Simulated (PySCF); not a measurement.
GeH5Si, SMILES [GeH2][SiH3] (connectivity only; charge and spin as stated), charge +1, multiplicity 1.

Coordinates come from a PBE0-D3(BJ)/def2-TZVP optimisation. The multiplicity is an assumed one; other spin states were not compared. The isomer is the one that the SMILES or the coordinates give; other isomers of the formula were not compared.

Two levels are set side by side: PBE/def2-TZVPD (PySCF) and M06-2X/def2-TZVPD (PySCF). Same geometry, gas phase. Differences are taken from unrounded values.

| quantity | M06-2X |
|---|---|
| orbital gap (eV) | 7.03 |
| highest occupied level (eV) | -15.38 |
| lowest empty level (eV) | -8.35 |
| mean polarisability (bohr³) | 52.9 |

Q: What does PBE give, and how far is it from M06-2X? (An estimate is asked for; the answer gives what the named calculation found.)

A: 
```json
[
 {"quantity": "orbital gap (eV)", "PBE": "3.24", "PBE minus M06-2X": "-3.79"},
 {"quantity": "highest occupied level (eV)", "PBE": "-13.36", "PBE minus M06-2X": "2.02"},
 {"quantity": "lowest empty level (eV)", "PBE": "-10.12", "PBE minus M06-2X": "-1.77"},
 {"quantity": "mean polarisability (bohr³)", "PBE": "55.5", "PBE minus M06-2X": "2.7"}
]
```

PBE's occupied levels lie high since its potential decays too fast outside the molecule; exact exchange lowers them and widens the gap. PBE's more diffuse valence density responds more strongly to a field. Differences between two approximate levels are no errors against the true value.

Rough cost on one machine, each run with all the roots and properties that it gave: M06-2X against PBE about 2 times.
